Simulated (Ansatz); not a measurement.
Start from `C[O][Sc]([CH3])[F]` and change one atom or group to get `[CH3][Sc]([F])[F]`.

Ansatz, PBE0-D4/def2-TZVP geometries, multiplicity 1. Each molecule was computed in one conformer, which needn't be the lowest.

Scalar relativity is left out up to krypton.

```
                                      property  `C[O][Sc]([CH3])[F]`
       HOMO–LUMO gap (ωB97M-V/def2-TZVPP) / eV                  8.93
size of the dipole moment (PBE/def2-TZVPP) / D                  2.17
          HOMO–LUMO gap (PBE0/def2-TZVPP) / eV                  5.10
             LUMO energy (PBE/def2-TZVPP) / eV                 -2.77
            LUMO energy (PBE0/def2-TZVPP) / eV                 -1.84
         HOMO–LUMO gap (B3LYP/def2-TZVPP) / eV                  4.46
```

Q: Give the same properties after the change, and the shifts. (An estimate is asked.)

A: Ansatz gave: 
```csv
property,`[CH3][Sc]([F])[F]`,shift
HOMO–LUMO gap (ωB97M-V/def2-TZVPP) / eV,9.04,0.11
size of the dipole moment (PBE/def2-TZVPP) / D,0.75,-1.42
HOMO–LUMO gap (PBE0/def2-TZVPP) / eV,5.15,0.05
LUMO energy (PBE/def2-TZVPP) / eV,-3.26,-0.49
LUMO energy (PBE0/def2-TZVPP) / eV,-2.31,-0.47
HOMO–LUMO gap (B3LYP/def2-TZVPP) / eV,4.49,0.03
```

Dipoles are sizes alone; their direction can turn.

B3LYP here is the variant with VWN-RPA as its local correlation; programs differ in this.
